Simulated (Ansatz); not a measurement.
Species: AsO, charge 0, doublet. AsO (SMILES O=[As], doublet).
B3LYP-D3(BJ)/def2-TZVP minimum from Ansatz (a quantum-chemistry and plane-wave program):
```xyz
2

As     0.0000     0.0000    -0.3173
O      0.0000     0.0000     1.3089
```
Charge 0, spin multiplicity 2.

Hartree-Fock and CCSD correlation energies in hartree (Ansatz). UHF or UKS for unpaired electrons; spin-orbit terms are left out. Correlated methods leave the cores frozen (noble-gas shells, and filled d and f shells in the p block). No relativity. The UHF reference of AsO (O=[As], doublet) is spin-contaminated (<S^2> up to 0.47 over the pure value in the sets run). The determinant of AsO (O=[As], doublet) is a saddle point of the SCF energy; a lower one exists, which strains HF and MP2.

```csv
basis,X,E(HF),"E(corr, CCSD)"
cc-pVTZ,3,-2309.08705,-0.35914
cc-pVQZ,4,-2309.09785,-0.38149
cc-pV5Z,5,-2309.10013,withheld
```

Question: Fit E(corr) = E∞ + A/X³ to X = 3 and 4, predict X = 5, and compare with the run.

Answer: A = (-0.35914 - (-0.38149))/(1/27 - 1/64) = 1.0438; E∞ = -0.38149 - A/64 = -0.39780; at X = 5, E∞ + A/125 = -0.38945. The run gave -0.39009, 0.64 mEh below the prediction. The same form on X = 4 and 5 gives E∞ = -0.39911, 1.31 mEh below the first estimate.
